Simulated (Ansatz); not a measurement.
Geometry optimisation, RKS CAM-B3LYP-D4/6-31G (Ansatz).

Input:

```yaml
crystal:
  periodic: [false, false, false]
  atoms:
    - { symbol: C, position_ang: [-2.2602, 0.9966, -0.502] }
    - { symbol: C, position_ang: [-1.1652, 0.5951, 0.3281] }
    - { symbol: F, position_ang: [-1.2677, 0.8136, 1.6492] }
    - { symbol: C, position_ang: [-0.0169, 0.0278, -0.1352] }
    - { symbol: C, position_ang: [0.9792, -0.5695, -0.6075] }
    - { symbol: Si, position_ang: [2.316, -1.0463, 0.5267] }
    - { symbol: H, position_ang: [-2.7286, 0.1942, -1.0358] }
    - { symbol: H, position_ang: [-1.946, 1.7984, -1.2591] }
    - { symbol: H, position_ang: [-3.077, 1.5168, 0.1534] }
    - { symbol: H, position_ang: [1.1021, -0.7618, -1.6222] }
    - { symbol: H, position_ang: [1.826, -2.0523, 1.5454] }
    - { symbol: H, position_ang: [3.4215, -1.6866, -0.2453] }
    - { symbol: H, position_ang: [2.8373, 0.1392, 1.2188] }
basis:
  gaussian: { orbitals: "6-31G" }
hamiltonian:
  xc: cam_b3lyp
  dispersion: d4
relax:
  f_tol: 0.02
  max_steps: 50
```

Command:

```bash
$ ansatz run input.yaml --threads 2 --pin off --max-ram 3072MiB --backend cpu --events-out ev --progress --plain --runs-dir out
```

**Question.** Where does it end, and by what steps?

**Answer.** The forces met the threshold. Limits of this set-up: no polarisation functions. After 21 steps the energy has fallen by 3.595 eV; H10 moved furthest, 1.51 Å.

| step | energy less start (eV) | largest force component (eV/Å) | accepted |
| --- | --- | --- | --- |
| 0 | 0.0000 | 5.090 | yes |
| 1 | -1.2563 | 1.925 | yes |
| 2 | -1.9138 | 0.946 | yes |
| 3 | -2.3539 | 0.776 | yes |
| 4 | -2.7023 | 0.650 | yes |
| 5 | -2.9848 | 0.500 | yes |
| 6 | -3.2030 | 0.403 | yes |
| 7 | -3.3682 | 0.412 | yes |
| 8 | -3.4463 | 0.580 | yes |
| 9 | -3.5093 | 1.151 | yes |
| 10 | -3.5690 | 0.288 | yes |
| 11 | -3.5805 | 0.676 | yes |
| 12 | -3.5845 | 0.252 | yes |
| 13 | -3.5897 | 0.250 | yes |
| 14 | -3.5903 | 0.112 | yes |
| 15 | -3.5919 | 0.096 | yes |
| 16 | -3.5937 | 0.061 | yes |
| 17 | -3.5946 | 0.039 | yes |
| 18 | -3.5949 | 0.066 | yes |
| 19 | -3.5948 | 0.065 | no |
| 20 | -3.5952 | 0.041 | yes |
| 21 | -3.5953 | 0.016 | yes |

```xyz
13
Properties=species:S:1:pos:R:3
C -2.347 0.588 -0.426
C -1.022 1.047 0.074
F -1.135 2.132 0.956
C 0.162 0.577 -0.212
C 1.341 0.077 -0.469
Si 2.132 -1.307 0.561
H -2.231 -0.255 -1.110
H -2.860 1.400 -0.952
H -2.983 0.279 0.409
H 1.918 0.466 -1.310
H 1.187 -1.724 1.642
H 2.441 -2.485 -0.315
H 3.418 -0.830 1.166
```

The run took 110 s on 2 threads of Arm Neoverse N1, with other jobs on the host, peak memory 0.2 GiB.
